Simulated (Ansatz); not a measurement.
Harmonic frequencies (cm⁻¹) at PBE0-D4/def2-TZVP from Ansatz: 129, 161, 298, 354, 396, 446, 542, 608, 640, 653, 718, 847, 1071, 1980, 1991, 2395, 2444, 2471.

Each molecule was computed in one conformer, which needn't be the lowest.

Q: Which molecule is it?
A. `P[PH][GaH2]`
B. `N=CBO`
C. `O[SiH2]B(F)Br`
D. `OCB(F)S`

A: A.
